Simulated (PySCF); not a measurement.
# [ReOCl6]− at several levels of theory

Computed with PySCF 2.14.0 (density fitting, no spin-orbit coupling) at the geometry relaxed with TPSS:

```xyz
8
[ReOCl6]− (singlet)
Re    0.0000    0.0000    0.1854
O     0.0000    0.0000    1.8932
Cl    0.0000    0.0000   -2.2110
Cl    2.4529    0.0000    0.0901
Cl    0.7580    2.3328    0.0901
Cl   -1.9844    1.4418    0.0901
Cl   -1.9844   -1.4417    0.0901
Cl    0.7580   -2.3328    0.0901
```

```tsv
level	basis	state	HOMO (eV)	gap (eV)	charge on Re1 (e)	dipole about the centre of mass (D)	largest force component (eV/Å)
TPSS	Re def2-SVP with ECP60, O def2-SVP, Cl def2-SVP	singlet	-1.78	0.52	0.49	0.80	0.02
TPSSh	the same	singlet	-2.35	1.26	0.56	0.87	0.82
BP86	the same	singlet	-1.65	0.42	0.35	0.70	0.21
revPBE	the same	singlet	-1.54	0.45	0.40	0.76	0.25
TPSS	Re def2-TZVP with ECP60, O def2-TZVP, Cl def2-TZVP	singlet	-2.04	0.61	1.02	0.88	0.33
```

Charges are Mulliken's, which hang on the basis. The relaxation used the grid (50, 194), these runs (75, 302) or, all-electron (x2c bases, spin-free X2C Hamiltonian), (99, 590).

Problem. What does PBE0 with Re def2-SVP with ECP60, O def2-SVP, Cl def2-SVP give here?

Solution. state singlet, HOMO (eV) -3.06, gap (eV) 2.33, charge on Re1 (e) 0.53, dipole about the centre of mass (D) 0.90, largest force component (eV/Å) 1.95. Time: 16 s on 4 threads of AMD EPYC (Zen 3), on a shared host, from an already converged density.

In the first row's basis the gap widens with exact exchange: 0.4 to 0.5 eV for BP86, revPBE, TPSS (none); 1.3 to 2.3 eV for TPSSh, PBE0 (a fixed share).

No frequency check is given that shows the relaxed geometry to be a minimum. The gap of the closed shell is small, and it wasn't tested for a lower spin-broken solution at this geometry.

Small gap, closed shell not tested for a spin-broken solution: TPSSh, BP86, revPBE, TPSS (small-core/TZVP).
